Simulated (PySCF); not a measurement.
# Exercise with solution: chemical shift, span and skew from a shielding tensor

C₃H₆F₂Si, SMILES F[SiH2][C@@H]1C[C@@H]1F. Atoms are numbered in the order given.

```xyz
12

F      2.1949    -0.7163    -1.0270
Si     1.2351    -0.0246     0.0937
C     -0.4974    -0.6494    -0.1660
C     -1.5087     0.2024    -0.9230
C     -1.6277     0.0225     0.5399
F     -1.3198     1.0818     1.3399
H      1.7629    -0.4272     1.4262
H      1.3016     1.4492    -0.0964
H     -0.5823    -1.7365    -0.2811
H     -2.2312    -0.2935    -1.5764
H     -1.1758     1.1859    -1.2687
H     -2.4400    -0.5767     0.9635
```
Charge 0, spin multiplicity 1.

Geometry: PBE0-D3(BJ)/def2-SVP. The structure was generated by enumeration; whether it is a known compound was not checked. One conformer was computed; it need not be the lowest.

GIAO shieldings from B3LYP/pcSseg-1 (PySCF), non-relativistic, no solvent. The symmetric part of the tensor of Si2 has the principal values 287.6, 321.1, 377.8 ppm. The same nucleus in TMS has σ = 338.7 ppm at this level (PySCF, at its B3LYP-D3(BJ)/def2-TZVP geometry).

### Question
Work out the isotropic shielding, the ²⁹Si shift against TMS, the span and the skew.

### Answer

σ(iso) = (σ11 + σ22 + σ33)/3 = 328.8 ppm. δ = σ(ref) − σ(iso) = 338.7 − (328.8) = 9.9 ppm.
Span Ω = σ33 − σ11 = 90.2 ppm. Skew κ = 3(σ(iso) − σ22)/Ω = 0.26. Tumbling in solution averages the tensor to δ; in a static solid the shielding alone would spread this spin-1/2 line over Ω.
